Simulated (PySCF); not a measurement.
Si(CF3)(Cl)2(H) (CHCl2F3Si), SMILES FC(F)(F)[SiH](Cl)Cl. Atoms are numbered in the order given.

```xyz
8

Si     0.5166     0.5805     0.0000
Cl     1.4085    -0.1601     1.6772
Cl     1.4085    -0.1601    -1.6772
C     -1.3065    -0.0300     0.0000
F     -1.4028    -1.3664     0.0000
F     -1.9555     0.4300    -1.0855
F     -1.9555     0.4300     1.0855
H      0.5427     2.0550     0.0000
```
Charge 0, spin multiplicity 1.

Geometry optimised at ωB97X-D3(BJ)/def2-SVP.

Two levels are set side by side: PBE/pcSseg-1 (PySCF) and PBE0/pcSseg-1 (PySCF). GIAO shifts against CFCl3 (¹⁹F), HCl (³⁵Cl), TMS (²⁹Si), TMS (¹H), TMS (¹³C) at the same level; non-relativistic, no solvent, atoms listed together averaged. Without spin–orbit terms, shifts of atoms bonded to Cl or Br come out too high at both levels. Differences are taken from unrounded values.

| quantity | PBE |
|---|---|
| δ(²⁹Si) of Si1 (ppm) | 1.2 |
| δ(³⁵Cl) of Cl2, Cl3 (ppm) | 66.0 |
| δ(¹³C) of C4 (ppm) | 139.1 |
| δ(¹H) of H8 (ppm) | 5.90 |

Problem. These are the PBE values. What does PBE0 give? (The exact figures need the calculation; the answer reports its results.)

Solution. 
| quantity | PBE0 | PBE minus PBE0 |
|---|---|---|
| δ(²⁹Si) of Si1 (ppm) | 2.4 | -1.2 |
| δ(³⁵Cl) of Cl2, Cl3 (ppm) | 46.4 | 19.6 |
| δ(¹³C) of C4 (ppm) | 133.6 | 5.5 |
| δ(¹H) of H8 (ppm) | 5.74 | 0.16 |

Rough cost on one machine, each run with all the roots and properties that it gave: PBE0 against PBE within a factor of 2.
